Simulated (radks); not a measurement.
The hafnium ion Hf3+, configuration [Kr] 4d10 4f14 5s2 5p5.5 5d1 6d0.5 (fractional occupations, a model configuration). Calculated with a radial shooting solver on a logarithmic mesh with Libxc functionals: scalar-relativistic Kohn-Sham, SCAN, spin-unpolarised, spherical densities, finite nucleus; meta-GGA in the generalised Kohn-Sham scheme; Fermi nuclear charge, rms radius 5.347 fm.

X-ray form factor f0, the Fourier transform of the density (f0(0) = 69):

| sin(theta)/lambda (1/angstrom) | f0 (electrons) |
|---|---|
| 0.05 | 68.233 |
| 0.1 | 66.318 |
| 0.15 | 63.761 |
| 0.2 | 60.752 |
| 0.25 | 57.454 |
| 0.3 | 54.079 |
| 0.4 | 47.693 |
| 0.5 | 42.155 |
| 0.6 | 37.454 |
| 0.8 | 29.974 |
| 1 | 24.469 |
| 1.25 | 19.829 |
| 1.5 | 16.950 |
| 2 | 13.422 |
